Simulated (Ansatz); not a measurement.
Reactions of `CCSBCl`.

Program: Ansatz. Geometries: PBE0-D4/def2-TZVP. ΔE: electronic, gas phase. CCSD(T)/CBS adds triple-zeta CCSD(T) − MP2 to the extrapolated MP2 energy (def2 sets, frozen cores). This one scheme is used for every species, atoms too. For atomizations the MP2-based limit and the directly extrapolated one differ by several kJ/mol either way, and by 10 to 25 for some Ge, Se and Sn compounds, so smaller differences from it don't rank the levels. No spin–orbit coupling; open shells (•) take unrestricted orbitals. Spin–orbit coupling would lower the free atoms: a little for B, C, Cl, S. Elements past krypton have def2 core potentials. For Se, Te outer-core shells are correlated without core-valence functions, so the limit isn't a true one: a few kJ/mol of doubt a bond, and 10 to 20 or more in all where bonds break to atoms. Scalar relativity is left out up to krypton. One conformer a species, not always the lowest.

Task: Order these by ΔE at CCSD(T)/CBS, lowest first. (Best estimate.)
A. `CCSBCl` + H₂Se → `ClB[SeH]` + `CCS`
B. `CCSBCl` + CH₄ → `CBSCC` + HCl
C. `CCSBCl` + H₂Te → `ClB[TeH]` + `CCS`
D. `CCSBCl` → B• + 2 C• + Cl• + 6 H• + S•
E. `CCSBCl` + H–F → `CCSBF` + HCl

Result: E (-7.8 kcal/mol), A (+4.3 kcal/mol), C (+7.5 kcal/mol), B (+21.6 kcal/mol), D (+977.1 kcal/mol).

Largest T1 diagnostic: 0.014, for B•.
